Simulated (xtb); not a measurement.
xtb input (GFN2-xTB):

```bash
xtb mol.xyz --gfn 2 --ohess tight --chrg -1 --uhf 0
```
mol.xyz:
```
7

N      1.42075455    -0.03458000    -0.09605018
B     -0.10952792     0.11185252    -0.01295075
O     -0.76525063     1.25643018    -0.24413733
O     -0.65905863    -1.10244808     0.44140692
H      1.81346756     0.58391320    -0.70215166
H      1.74251405    -1.01256665    -0.27714560
H     -1.63033698    -0.85656766     0.45893641
```

Output:

```
           -------------------------------------------------
          |                Calculation Setup                |
           -------------------------------------------------

           -------------------------------------------------
          |                 G F N 2 - x T B                 |
           -------------------------------------------------

        Reference                      10.1021/acs.jctc.8b01176
      * Hamiltonian:
        H0-scaling (s, p, d)           1.850000    2.230000    2.230000
        zeta-weighting                 0.500000
      * Dispersion:
        s8                             2.700000
        a1                             0.520000
        a2                             5.000000
        s9                             5.000000
      * Repulsion:
        kExp                           1.500000    1.000000
        rExp                           1.000000
      * Coulomb:
        alpha                          2.000000
        third order                    shell-resolved
        anisotropic                    true
        a3                             3.000000
        a5                             4.000000
        cn-shift                       1.200000
        cn-exp                         4.000000
        max-rad                        5.000000

          ...................................................
          :                      SETUP                      :
          :.................................................:
          :  # basis functions                  19          :
          :  # atomic orbitals                  19          :
          :  # shells                           11          :
          :  # electrons                        24          :
          :  max. iterations                   250          :
          :  Hamiltonian                  GFN2-xTB          :
          :  restarted?                      false          :
          :  GBSA solvation                  false          :
          :  PC potential                    false          :
          :  electronic temp.          300.0000000     K    :
          :  accuracy                    1.0000000          :
          :  -> integral cutoff          0.2500000E+02      :
          :  -> integral neglect         0.1000000E-07      :
          :  -> SCF convergence          0.1000000E-05 Eh   :
          :  -> wf. convergence          0.1000000E-03 e    :
          :  Broyden damping             0.4000000          :
          :  net charge                         -1          :
          :  unpaired electrons                  0          :
          ...................................................

 iter      E             dE          RMSdq      gap      omega  full diag
   1    -13.8953269 -0.138953E+02  0.877E+00    8.87       0.0  T
   2    -14.1324590 -0.237132E+00  0.547E+00    5.78       1.0  T
   3    -14.1497216 -0.172626E-01  0.285E+00    7.23       1.0  T
   4    -14.1549015 -0.517986E-02  0.113E+00    6.26       1.0  T
   5    -14.1633499 -0.844840E-02  0.487E-01    7.01       1.0  T
   6    -14.1647913 -0.144141E-02  0.127E-01    6.79       1.0  T
[...]
   center of mass at/Å    :       -0.0313324       0.0386191       0.0147524
  moments of inertia/u·Å² :        0.5061418E+02   0.5440409E+02   0.1043325E+03
rotational constants/cm⁻¹ :        0.3330615E+00   0.3098597E+00   0.1615760E+00

 * 5 selected distances

     #   Z          #   Z                                           value/Å
     1   7 N        2   5 B                                       1.5145388 (max)
     2   5 B        3   8 O                                       1.2702047
     1   7 N        5   1 H                                       1.0121061
     1   7 N        6   1 H                                       1.0117625
     4   8 O        7   1 H                                       0.9566838 (min)

 * 4 distinct bonds (by element types)

   Z      Z             #   av. dist./Å        max./Å        min./Å
   1 H    7 N           2     1.0119343     1.0121061     1.0117625
   5 B    7 N           1     1.5145388     1.5145388     1.5145388
   1 H    8 O           1     0.9566838     0.9566838     0.9566838
   5 B    8 O           1     1.2702047     1.2702047     1.2702047

           -------------------------------------------------
          |               Frequency Printout                |
           -------------------------------------------------
 projected vibrational frequencies (cm⁻¹)
eigval :       -0.00    -0.00    -0.00    -0.00    -0.00     0.00
eigval :      241.01   350.25   403.71   425.96   508.15   669.44
eigval :      695.18   828.24   945.66  1030.26  1556.06  1588.80
Molecule has no symmetry elements
It seems to be the C1 point group
eigval :     3409.81  3442.36  3656.13
 reduced masses (amu)
   1: 13.50   2: 12.85   3: 13.87   4: 14.41   5: 14.36   6: 13.60   7:  2.18   8: 11.14
   9:  4.90  10: 11.45  11:  7.20  12: 11.18  13: 10.73  14:  7.07  15:  5.79  16:  5.11
  17:  7.52  18:  7.18  19:  1.51  20:  2.11  21:  1.88
 IR intensities (km·mol⁻¹)
   1:  1.84   2:  6.60   3:  9.94   4: 19.46   5: 17.76   6:  2.91   7: 28.24   8:  3.19
   9: 68.33  10: 35.23  11:108.98  12:242.27  13:261.33  14:109.40  15:247.32  16: 97.21
  17:325.17  18:337.09  19: 42.48  20: 84.58  21: 12.47
 Raman intensities (Ä⁴*amu⁻¹)
   1:  0.00   2:  0.00   3:  0.00   4:  0.00   5:  0.00   6:  0.00   7:  0.00   8:  0.00
   9:  0.00  10:  0.00  11:  0.00  12:  0.00  13:  0.00  14:  0.00  15:  0.00  16:  0.00
  17:  0.00  18:  0.00  19:  0.00  20:  0.00  21:  0.00
 output can be read by thermo (or use thermo option).
 writing <g98.out> molden fake output.
 recommended (thermochemical) frequency scaling factor: 1.0
           -------------------------------------------------
          |             Thermodynamic Functions             |
           -------------------------------------------------

c1  symmetry found (for desy threshold:  0.10E+00) used in thermo

          ...................................................
          :                      SETUP                      :
          :.................................................:
          :  # frequencies                          15      :
          :  # imaginary freq.                       0      :
          :  linear?                             false      :
          :  only rotor calc.                    false      :
          :  symmetry                               c1      :
          :  rotational number                       1      :
          :  scaling factor                  1.0000000      :
          :  rotor cutoff                   50.0000000 cm⁻¹ :
          :  imag. cutoff                  -20.0000000 cm⁻¹ :
          :.................................................:

    mode    ω/cm⁻¹     T·S(HO)/kcal·mol⁻¹    T·S(FR)/kcal·mol⁻¹   T·S(vib)
   ------------------------------------------------------------------------
       1    241.01    -0.53531 ( 99.82%)    -0.59032 (  0.18%)    -0.53541
   ------------------------------------------------------------------------

   temp. (K)  partition function   enthalpy   heat capacity  entropy
                                   cal/mol     cal/K/mol   cal/K/mol   J/K/mol
 298.15  VIB   2.92                 1296.061     10.693      6.479
         ROT  0.409E+05              888.752      2.981     24.086
         INT  0.120E+06             2184.814     13.674     30.565
         TR   0.448E+27             1481.254      4.968     38.170
         TOT                        3666.0676    18.6424    68.7346   287.5856

       T/K    H(0)-H(T)+PV         H(T)/Eh          T*S/Eh         G(T)/Eh
   ------------------------------------------------------------------------
    298.15    0.584225E-02    0.508384E-01    0.326580E-01    0.181803E-01
   ------------------------------------------------------------------------

         :::::::::::::::::::::::::::::::::::::::::::::::::::::
         ::                  THERMODYNAMIC                  ::
         :::::::::::::::::::::::::::::::::::::::::::::::::::::
         :: total free energy         -14.071213287359 Eh   ::
         ::.................................................::
         :: total energy              -14.089393622760 Eh   ::
         :: zero point energy           0.044996112055 Eh   ::
         :: G(RRHO) w/o ZPVE           -0.026815776654 Eh   ::
         :: G(RRHO) contrib.            0.018180335401 Eh   ::
         :::::::::::::::::::::::::::::::::::::::::::::::::::::

optimized geometry written to: xtbopt.xyz

           -------------------------------------------------
          | TOTAL ENERGY              -14.089393622760 Eh   |
          | TOTAL ENTHALPY            -14.038555260151 Eh   |
          | TOTAL FREE ENERGY         -14.071213287359 Eh   |
          | GRADIENT NORM               0.000136973282 Eh/α |
Note: The following floating-point exceptions are signalling: IEEE_UNDERFLOW_FLAG IEEE_DENORMAL
normal termination of xtb
          | HOMO-LUMO GAP               7.352770907934 eV   |
           -------------------------------------------------

------------------------------------------------------------------------
------------------------------------------------------------------------
 total:
 SCF:
 ANC optimizer:
 analytical hessian:
```

It need not be the lowest isomer of its formula. Whether it binds its extra electron was not tested at this geometry.
